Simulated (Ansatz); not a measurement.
One change: `C=C[SiH2]Br` becomes `C=C[SiH2]C=N`.

Ansatz, PBE0-D4/def2-TZVP geometries, multiplicity 1. Each molecule was computed in one conformer, which needn't be the lowest.

Scalar relativity is left out up to krypton.

```
                                          property  `C=C[SiH2]Br`
                HOMO energy (PBE0/def2-TZVPP) / eV          -8.19
               HOMO energy (B3LYP/def2-TZVPP) / eV          -7.93
             HOMO–LUMO gap (B3LYP/def2-TZVPP) / eV           6.72
               HOMO–LUMO gap (PBE/def2-TZVPP) / eV           4.97
              HOMO–LUMO gap (PBE0/def2-TZVPP) / eV           7.17
size of the dipole moment (ωB97M-V/def2-TZVPP) / D           2.08
```

(1) What does the change do to each property? (An estimate is asked.)

## Answers

(1) Ansatz gave: 
```json
{"property": "HOMO energy (PBE0/def2-TZVPP) / eV", "`C=C[SiH2]C=N`": "-7.30", "shift": "0.89"}
{"property": "HOMO energy (B3LYP/def2-TZVPP) / eV", "`C=C[SiH2]C=N`": "-7.09", "shift": "0.84"}
{"property": "HOMO–LUMO gap (B3LYP/def2-TZVPP) / eV", "`C=C[SiH2]C=N`": "6.02", "shift": "-0.70"}
{"property": "HOMO–LUMO gap (PBE/def2-TZVPP) / eV", "`C=C[SiH2]C=N`": "3.92", "shift": "-1.05"}
{"property": "HOMO–LUMO gap (PBE0/def2-TZVPP) / eV", "`C=C[SiH2]C=N`": "6.47", "shift": "-0.70"}
{"property": "size of the dipole moment (ωB97M-V/def2-TZVPP) / D", "`C=C[SiH2]C=N`": "1.02", "shift": "-1.06"}
```

With PBE0 the HOMO rises by 0.89 eV and the LUMO rises by 0.18 eV, so the gap narrows by about 0.71 eV. PBE moves the HOMO by 1.09 eV and ωB97M-V by 0.77 eV. Dipoles are sizes alone; their direction can turn.

B3LYP here is the variant with VWN-RPA as its local correlation; programs differ in this.

Spin–orbit coupling is left out; it splits and shifts lone-pair levels of the heavy atoms by tenths of an eV.
